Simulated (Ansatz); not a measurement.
Program: Ansatz. Geometries: PBE0-D4/def2-TZVP. ΔE: electronic, gas phase. CBS: MP2 limit from def2 TZ/QZ plus the TZ coupled-cluster correction, frozen cores. This one scheme is used for every species. Functionals use def2-TZVPP. One conformer a species, not always the lowest.

Consider the ligand exchange at the Si–N bond: `C[SiH](F)N[SiH](O)O` + `BBO` → `BBO[SiH](C)F` + `N[SiH](O)O`.

`C[SiH](F)N[SiH](O)O`:

```xyz
15

C    -2.619   -0.014    0.094
Si   -0.934   -0.056   -0.670
F    -0.623    1.384   -1.334
N     0.265   -0.364    0.513
Si    1.970   -0.425    0.250
O     2.234    0.244   -1.219
O     2.743    0.287    1.506
H    -3.371    0.251   -0.653
H    -2.882   -0.992    0.504
H    -2.669    0.723    0.900
H    -0.839   -1.002   -1.805
H    -0.051   -0.462    1.467
H     2.543   -1.779    0.201
H     1.714    1.011   -1.473
H     2.521    1.195    1.718
```

`BBO`:

```xyz
7

B    -0.432    0.932    0.641
B     0.215   -0.231   -0.370
O     0.213   -1.556   -0.080
H     0.235    1.508    1.455
H    -1.565    1.309    0.531
H     0.711    0.134   -1.416
H     0.622   -2.097   -0.761
```

`BBO[SiH](C)F`:

Z-matrix (Å, degrees):
```
Si
C 1 1.842
F 1 1.595 2 109.2
O 1 1.646 2 109.2 3 116.8
H 1 1.482 2 114.5 3 -120.2
H 2 1.092 1 110.7 3 60.1
H 2 1.093 1 110.5 3 -180.0
H 2 1.092 1 110.6 3 -60.1
B 4 1.360 1 131.6 2 140.1
B 9 1.670 4 123.6 1 177.4
H 9 1.216 4 118.0 1 -3.0
H 10 1.200 9 122.0 4 91.6
H 10 1.199 9 121.9 4 -93.1
```

`N[SiH](O)O`:

Cartesian coordinates in Å:
```
N -0.542 0.850 0.753
Si 0.456 -0.011 -0.344
O -0.473 -0.399 -1.638
O 1.106 -1.269 0.481
H -0.196 1.071 1.673
H -1.138 1.587 0.411
H 1.619 0.686 -0.925
H -1.349 -0.745 -1.458
H 0.516 -1.769 1.048
```

```tsv
level	ΔE (kcal/mol)
PBE-D4	-4.7
MP2/def2-QZVPP	-6.6
```

(1) What does CCSD(T)/CBS give? (Estimate.)

Largest T1 diagnostic among the species: 0.013.

Answers

(1) Ansatz gave: -6.7 kcal/mol. The listed levels differ from it by 2.0, 0.1 kcal/mol.

The D4 term adds +1.5 kcal/mol with B3LYP and +0.9 kcal/mol with PBE0; it sums over pairs of atoms, weighted by their polarisabilities, and B3LYP, whose exchange is more repulsive, gets the larger term. In def2-TZVPP, CCSD(T) changes the Hartree–Fock value by +3.8 kcal/mol (the triples alone add +0.6 kcal/mol) and MP2 by +3.9 kcal/mol.

B3LYP here is the variant with VWN-RPA as its local correlation; programs differ in this.
